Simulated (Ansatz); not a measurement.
Calculated with Ansatz (gas phase, PBE0-D4/def2-TZVP geometries, no zero-point term in ΔE). CCSD(T)/CBS is the MP2 limit (def2-TZVPP, def2-QZVPP) plus CCSD(T) − MP2 in def2-TZVPP, frozen cores. This one scheme is used for every species. DFT in def2-TZVPP. B3LYP here is the variant with VWN-RPA as its local correlation; programs differ in this. Each species was taken in one conformer, which may not be the lowest.

Consider the ligand exchange at a B–O bond: `BCB(C)O` + H–F → `BCB(C)F` + H₂O.

`BCB(C)O`:

Z-matrix (Å, degrees):
```
C
B 1 1.600
B 1 1.539 2 104.5
H 1 1.095 2 107.3 3 119.5
H 1 1.092 2 108.0 3 -120.9
O 2 1.361 1 120.1 3 -78.7
C 2 1.564 1 122.0 3 100.9
H 3 1.198 1 121.3 2 -89.6
H 3 1.200 1 120.6 2 86.0
H 6 0.961 2 113.7 1 0.6
H 7 1.091 2 113.0 1 -172.6
H 7 1.095 2 111.0 1 -49.9
H 7 1.096 2 109.8 1 66.5
```

H–F:

Cartesian coordinates in Å:
```
F 0.020 -0.411 0.205
H -0.020 0.411 -0.205
```

`BCB(C)F`:

Z-matrix (Å, degrees):
```
C
B 1 1.574
B 1 1.546 2 107.7
H 1 1.098 2 104.8 3 115.6
H 1 1.091 2 109.9 3 -124.1
F 2 1.335 1 117.2 3 100.4
C 2 1.560 1 125.0 3 -80.4
H 3 1.197 1 121.3 2 -103.1
H 3 1.199 1 120.2 2 74.3
H 7 1.091 2 113.5 1 18.4
H 7 1.098 2 108.3 1 -100.6
H 7 1.093 2 111.8 1 142.8
```

H₂O:

Cartesian coordinates in Å:
```
O -0.070 -0.372 -0.090
H 0.136 0.346 -0.692
H -0.066 0.026 0.783
```

```json
{"level": "PBE-D4", "ΔE (kcal/mol)": "-2.2"}
{"level": "B3LYP-D4", "ΔE (kcal/mol)": "-3.1"}
{"level": "ωB97M-V", "ΔE (kcal/mol)": "-3.1"}
{"level": "B2PLYP", "ΔE (kcal/mol)": "-3.3"}
{"level": "PBE", "ΔE (kcal/mol)": "-2.8"}
{"level": "SCS-MP2/def2-TZVPP", "ΔE (kcal/mol)": "-2.4"}
{"level": "MP2/def2-QZVPP", "ΔE (kcal/mol)": "-1.8"}
{"level": "MP2/CBS(def2)", "ΔE (kcal/mol)": "-1.8"}
```

Question: What does CCSD(T)/CBS give? (Best estimate.)

Answer: Computed: -2.4 kcal/mol. The listed levels differ from it by 0.2, -0.7, -0.7, -0.9, -0.4, 0.0, 0.6, 0.6 kcal/mol.

Largest T1 diagnostic among the species: 0.012.

In def2-TZVPP, CCSD(T) changes the Hartree–Fock value by +3.3 kcal/mol (the triples alone add +0.5 kcal/mol) and MP2 by +3.9 kcal/mol. The D4 term adds +0.9 kcal/mol with B3LYP and +0.5 kcal/mol with PBE0; it sums over pairs of atoms, weighted by their polarisabilities, and B3LYP, whose exchange is more repulsive, gets the larger term.
